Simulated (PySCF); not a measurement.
C3H5FOSi.

```xyz
11

C      2.3272     0.4578    -1.1355
C      1.4086     0.2407    -0.3706
Si    -0.0409    -0.0699     0.7221
F      0.1540    -1.5142     1.4506
C     -1.5430    -0.0761    -0.4058
O     -1.5299     1.1454    -1.1367
H      3.1504     0.6482    -1.8046
H     -0.1086     0.9710     1.7731
H     -1.5619    -0.9679    -1.0626
H     -2.4769    -0.0972     0.1786
H     -0.7339     1.1552    -1.6836
```
Charge 0, spin multiplicity 1.

Geometry optimised at ωB97X-D3(BJ)/def2-SVP. The structure was generated by enumeration; whether it is a known compound was not checked. The values are those of a single conformer.

These are PBE/pcSseg-1 in PySCF values and carry that method's errors. Non-relativistic, no solvent.

Computed absolute GIAO shielding of each atom: isotropic value and principal components (ppm):
```json
[
 {"atom": "C1", "σ(iso)": "80.0", "σ11": "-7.2", "σ22": "0.9", "σ33": "246.2", "span": "253.4"},
 {"atom": "C2", "σ(iso)": "95.1", "σ11": "-1.8", "σ22": "1.9", "σ33": "285.1", "span": "287.0"},
 {"atom": "Si3", "σ(iso)": "361.4", "σ11": "324.0", "σ22": "351.8", "σ33": "408.4", "span": "84.4"},
 {"atom": "F4", "σ(iso)": "349.3", "σ11": "326.2", "σ22": "355.3", "σ33": "366.4", "span": "40.2"},
 {"atom": "C5", "σ(iso)": "125.5", "σ11": "92.0", "σ22": "107.3", "σ33": "177.2", "span": "85.2"},
 {"atom": "O6", "σ(iso)": "333.1", "σ11": "284.7", "σ22": "295.0", "σ33": "419.7", "span": "135.0"},
 {"atom": "H7", "σ(iso)": "28.9", "σ11": "24.0", "σ22": "24.3", "σ33": "38.3", "span": "14.3"},
 {"atom": "H8", "σ(iso)": "26.2", "σ11": "23.4", "σ22": "23.9", "σ33": "31.3", "span": "7.8"},
 {"atom": "H9", "σ(iso)": "27.5", "σ11": "23.7", "σ22": "26.2", "σ33": "32.5", "span": "8.9"},
 {"atom": "H10", "σ(iso)": "27.5", "σ11": "24.1", "σ22": "26.5", "σ33": "31.9", "span": "7.8"},
 {"atom": "H11", "σ(iso)": "31.8", "σ11": "21.9", "σ22": "29.9", "σ33": "43.5", "span": "21.6"}
]
```
